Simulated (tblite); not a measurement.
CH8O2Si3 (charge -1 and doublet state).
SMILES with atom numbers: `[O-:1][CH:2][Si@@H:3]([SiH3:4])[O:5][SiH3:6]` (hydrogens: H7 on C2; H8 on Si3; H9, H10, H11 on Si4; H12, H13, H14 on Si6)

Computed with GFN2-xTB (tblite), gas phase: L-BFGS steps from a force-field or distance-geometry start until the largest atomic force falls under 0.01 eV/Å.

The end geometry, which sets the zero of energy:
```
atom  x, y, z in Å
O1     -1.8337    2.8654   -0.3183
C2     -0.7877    2.1563   -0.2021
Si3    -0.6157    0.6423    0.8530
Si4    -1.6493   -1.4169    0.5773
O5      1.0327    0.2583    0.8359
Si6     2.3257   -0.3123    0.1365
H7     -0.0044    2.2720   -0.9947
H8     -0.7462    0.9626    2.3109
H9     -3.1169   -1.2615    0.4728
H10    -1.5823   -2.6096    1.4727
H11    -1.2864   -2.0682   -0.7048
H12     2.2670   -0.2809   -1.3312
H13     3.4653    0.5005    0.5903
H14     2.5313   -1.7083    0.5595
```

Task: These geometries come from the run, each turned onto the end geometry. Order them by energy, lowest first.
A.
```
atom  x, y, z in Å
O1     -1.4891    1.6130   -1.2274
C2     -0.6915    1.7375   -0.2376
Si3    -0.2663    0.2084    0.6510
Si4    -2.0308   -1.1604    0.5833
O5      1.0112   -0.6169   -0.1407
Si6     2.5113   -0.1905    0.0412
H7     -0.8265    2.6420    0.3997
H8      0.1167    0.3762    2.0937
H9     -3.2774   -0.3577    0.6532
H10    -2.0223   -2.0999    1.7326
H11    -2.0983   -1.9182   -0.6548
H12     3.1333    0.0861   -1.2461
H13     2.6620    0.9688    0.9615
H14     3.2672   -1.2885    0.6481
```
B.
```
atom  x, y, z in Å
O1     -2.0009    2.6492   -0.4583
C2     -0.8780    2.1166   -0.2245
Si3    -0.5786    0.6573    0.8560
Si4    -1.6677   -1.3588    0.5485
O5      1.0793    0.3189    0.7982
Si6     2.3521   -0.3414    0.1406
H7      0.0002    2.4852   -0.8181
H8     -0.6384    0.8979    2.3508
H9     -3.1311   -1.2195    0.4503
H10    -1.5536   -2.5110    1.4765
H11    -1.3220   -2.0468   -0.7151
H12     2.3067   -0.3387   -1.3266
H13     3.5334    0.4230    0.5753
H14     2.4979   -1.7322    0.6042
```
C.
```
atom  x, y, z in Å
O1     -1.8917    2.0993   -1.0613
C2     -0.9637    2.0175   -0.1977
Si3    -0.5326    0.5577    0.8386
Si4    -1.8522   -1.2686    0.5190
O5      1.0487   -0.0628    0.5966
Si6     2.5184   -0.3720    0.0979
H7     -0.3599    2.9401   -0.0150
H8     -0.2746    0.9155    2.2722
H9     -3.3043   -1.0239    0.4866
H10    -1.7523   -2.3143    1.5666
H11    -1.6185   -2.0724   -0.7001
H12     2.6118   -0.3155   -1.3692
H13     3.4487    0.6149    0.6764
H14     2.9216   -1.7157    0.5472
```
D.
```
atom  x, y, z in Å
O1     -1.8663    2.8276   -0.3259
C2     -0.8037    2.1438   -0.2016
Si3    -0.6077    0.6190    0.8340
Si4    -1.6877   -1.4186    0.5789
O5      1.0402    0.2494    0.7778
Si6     2.3694   -0.2967    0.1302
H7     -0.0040    2.3011   -0.9698
H8     -0.7020    0.9162    2.3014
H9     -3.1526   -1.2174    0.5064
H10    -1.6500   -2.6079    1.4814
H11    -1.3628   -2.0876   -0.7036
H12     2.3725   -0.2860   -1.3406
H13     3.4745    0.5443    0.6204
H14     2.5797   -1.6875    0.5688
```
E.
```
atom  x, y, z in Å
O1     -1.5441    1.9460   -1.2411
C2     -0.8712    1.8453   -0.1707
Si3    -0.4152    0.2997    0.7259
Si4    -2.0298   -1.3186    0.5393
O5      1.0473   -0.4214    0.1771
Si6     2.6158   -0.1931    0.0621
H7     -0.5555    2.7987    0.3180
H8      0.0629    0.7004    2.0893
H9     -3.3574   -0.6718    0.6120
H10    -2.0926   -2.3163    1.6413
H11    -2.2196   -2.2290   -0.6251
H12     2.9923    0.0088   -1.3449
H13     3.0829    0.9422    0.8746
H14     3.2835   -1.3913    0.6000
```

Result: D (0.003 eV), B (0.025 eV), C (0.100 eV), E (0.186 eV), A (0.716 eV).

In the order of the answer:

```tsv
step	E above end (eV)	largest force (eV/Å)	rms force component (eV/Å)	rms distance from end (Å)	rms bond change (Å)	bond most changed (Å)
139	0.003	0.04	0.015	0.059	0.001	Si3–O5 -0.003
125	0.025	0.50	0.114	0.133	0.007	Si3–H8 +0.017
78	0.100	0.07	0.016	0.525	0.015	Si3–Si4 -0.045
25	0.186	0.23	0.066	0.832	0.012	Si3–O5 +0.028
3	0.716	1.07	0.321	0.987	0.029	Si3–Si4 -0.086
```

What follows is the cost of the whole relaxation. Hardware: one thread of an AMD EPYC 9B45, shared host. Cost: 0.81 s.
